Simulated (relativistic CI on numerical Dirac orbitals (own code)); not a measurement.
Ni⁴⁺ in a cubic cluster: 2p photoemission with charge transfer

Computed with a charge-transfer multiplet model of a cubic metal-ligand cluster with up to 2 ligand holes, Slater and spin-orbit integrals from Dirac-Coulomb-Breit ions, Slater integrals scaled by 0.8. The ground state mixes d6 with configurations of k ligand holes L, whose averages lie at kΔ + k(k − 1)U_dd/2; a core hole lowers each added d electron by U_cd. 300 K, Lorentzian 0.6 eV and Gaussian 0.8 eV FWHM.

Atomic integrals in eV (Slater integrals scaled, ζ unscaled), ground: F2dd 11.354, F4dd 7.124, zeta_d 0.099; with the core hole: F2dd 12.648, F4dd 7.972, zeta_d 0.136, zeta_core 11.396, F2cd 7.730, G1cd 6.056, G3cd 3.449.

Cluster parameters (eV): Δ = -1.1, U_dd = 7.2, U_cd = 8.8, 10Dq = 1.8, 10Dq(ligand) = 0.9, final-state hopping factor = 1.

| Case | n_d | d6 | d7L | d8L2 | S |
| --- | --- | --- | --- | --- | --- |
| V(eg) = 2.2 eV, V(t2g) = -0.92 eV | 6.84 | 0.29 | 0.59 | 0.12 | 0.05 |
| V(eg) = 2.5 eV, V(t2g) = -1.05 eV | 6.85 | 0.28 | 0.59 | 0.13 | 0.04 |
| V(eg) = 3.1 eV, V(t2g) = -1.3 eV | 6.89 | 0.27 | 0.57 | 0.16 | 0.03 |

Weights, n_d and S are thermal averages at 300 K. Binding energies count from the first peak over 30 % of the highest in each spectrum, which can be another peak from case to case. The parameters are a model scan and need not match a compound or its usual spin state. Peaks in eV (height, largest 100):
- V(eg) = 2.2 eV, V(t2g) = -0.92 eV: 0.0 (100), 2.0 (14), 3.9 (16), 5.8 (12), 9.6 (10), 11.7 (13), 18.0 (47), 19.6 (19), 23.2 (6), 28.9 (9)
- V(eg) = 2.5 eV, V(t2g) = -1.05 eV: 0.0 (100), 4.1 (13), 6.4 (8), 10.8 (8), 12.8 (11), 18.0 (47), 20.0 (16), 29.9 (7)
- V(eg) = 3.1 eV, V(t2g) = -1.3 eV: 0.0 (100), 3.4 (10), 4.7 (10), 12.9 (7), 14.9 (8), 17.9 (48), 20.0 (10)

For the case V(eg) = 2.2 eV, V(t2g) = -0.92 eV, Δ = -1.1 eV is smaller than U_dd = 7.2 eV, the charge-transfer side of the Zaanen-Sawatzky-Allen scheme (negative Δ: between configuration averages a ligand hole costs less than the nominal valence; multiplet and field energies can change this for the lowest states). With the core hole the average of the configuration with one ligand hole lies at Δ − U_cd = -9.9 eV before mixing: it lies below the unscreened one, so the lowest final states are mostly screened and the unscreened weight appears at higher binding energy as a satellite.

With at most 2 ligand holes the space is cut while the next configuration still counts, so covalency is underestimated, and a final configuration with one more ligand hole, which can lie low, is missing from the spectra.
